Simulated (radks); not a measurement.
Results of a calculation; reference values are marked as such.
These are the eigenvalues of the occupied orbitals of an atom or ion with whole-number occupations (hartree). Code: a radial shooting solver on a logarithmic mesh with Libxc functionals. Model: Dirac Kohn-Sham, PBE, spin-unpolarised, spherical densities, point nucleus.

| orbital | eigenvalue |
|---|---|
| 1s1/2 | -2305.108 |
| 2s1/2 | -492.4248 |
| 2p1/2 | -476.4173 |
| 2p3/2 | -439.7940 |
| 3s1/2 | -190.4233 |
| 3p1/2 | -184.3436 |
| 3p3/2 | -175.0715 |

Which element is it, and in what charge state? The configuration may be excited. Open shells, if any, fill j = l - 1/2 first.

Answer. Z = 69, thulium, charge +51: Tm51+ in [Ar]. The list shows which subshells hold electrons but not how many an open one holds; the 1s level, -2305.1 hartree, gives Z - s = 67.9 by -(Z - s)^2/2, which with screening and relativity narrows Z to a few neighbours, and the depths of the outer levels then fix element, charge and occupations together.
